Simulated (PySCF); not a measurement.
C2H9FSi2, SMILES C[C@H]([SiH3])[SiH2]F.

The structure is a stationary point at PBE0-D3(BJ)/def2-SVP. The structure was generated by enumeration; whether it is a known compound was not checked. One conformer was computed; it need not be the lowest.

Computed with PySCF with TDDFT-PBE/def2-SVPD.

Vertical excitations. 

Computed excitation energies, oscillator strengths and character:
```
state  energy (eV)  λ (nm)      f                          main pairs
-----  -----------  ------  -----  ----------------------------------
S1            6.43     193  0.009                      HOMO→LUMO 99 %
S2            6.87     180  0.008                    HOMO→LUMO+1 97 %
S3            6.98     178  0.002                    HOMO−1→LUMO 97 %
S4            7.20     172  0.004                    HOMO−2→LUMO 99 %
S5            7.41     167  0.001                    HOMO−3→LUMO 95 %
S6            7.45     166  0.001                  HOMO−1→LUMO+1 94 %
S7            7.55     164  0.077                    HOMO→LUMO+2 83 %
S8            7.59     163  0.007                    HOMO→LUMO+3 93 %
S9            7.62     163  0.014                  HOMO−2→LUMO+1 84 %
S10           7.82     159  0.058  HOMO−4→LUMO 69 %, HOMO→LUMO+4 19 %
T1            6.11     203      0                      HOMO→LUMO 99 %
T2            6.63     187      0                    HOMO→LUMO+1 98 %
T3            6.73     184      0                    HOMO−1→LUMO 92 %
T4            6.85     181      0                    HOMO−2→LUMO 92 %
```
Triplets are in the Tamm–Dancoff approximation, which puts them higher than full response would, so one can lie above its singlet here.
